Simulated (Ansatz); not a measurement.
`OC(F)([SiH3])[SiH3]` → `OC(F)[SiH3]` + `[SiH2]` at 298.15 K and 1 bar (silylene formation by 1,1-elimination).

Isolated molecules relaxed with PBE0-D4/def2-TZVP in Ansatz; ΔE leaves out vibrations. CCSD(T)/CBS is the MP2 limit (def2-TZVPP, def2-QZVPP) plus CCSD(T) − MP2 in def2-TZVPP, frozen cores. This one scheme is used for every species. Each species was taken in one conformer, which may not be the lowest.

```json
{"species": "`OC(F)([SiH3])[SiH3]`", "CCSD(T)/CBS energy (Eh)": "-795.35056", "H − E (kJ/mol)": "215.8", "S (J/(mol·K))": "364.5"}
{"species": "`OC(F)[SiH3]`", "CCSD(T)/CBS energy (Eh)": "-505.08050", "H − E (kJ/mol)": "172.8", "S (J/(mol·K))": "311.6"}
{"species": "`[SiH2]`", "CCSD(T)/CBS energy (Eh)": "-290.19011", "H − E (kJ/mol)": "40.6", "S (J/(mol·K))": "207.5"}
```

H − E and S are ideal-gas, rigid-rotor, harmonic terms from PBE0-D4/def2-TZVP, for one conformer and one mirror image of each species. 1 Eh = 2625.50 kJ/mol, R = 8.31446 J/(mol·K).

Problem. By hand: ΔE, ΔH, ΔS and ΔG.

Solution. ΔE = (-505.08050) + (-290.19011) − (-795.35056) = 0.07995 Eh = 209.9 kJ/mol. Δ(H − E) = 172.8 + 40.6 − 215.8 = -2.4, so ΔH = 207.5 kJ/mol. ΔS = 311.6 + 207.5 − 364.5 = 154.6 J/(mol·K). ΔG = 207.5 − 298.15 × (154.6)/1000 = 161.4 kJ/mol.

Problem. By hand: the equilibrium constant, and the temperature at which ΔG would vanish if ΔH and ΔS stayed fixed.

Solution. log₁₀ K = −ΔG/(RT ln 10) = -28.3. ΔG = 0 at ΔH/ΔS = 1342 K.

The number of gas molecules changes by +1, which sets the sign of ΔS. A doubt of 5 kJ/mol in ΔE shifts log₁₀ K by 0.9 here. Other conformers and mirror images would add mixing entropy, several J/(mol·K) or more a flexible species. These are equilibria of isolated gas molecules and say nothing of rates. Largest T1 diagnostic: 0.014 (customary marks: 0.02 for closed shells, 0.045 for open ones).
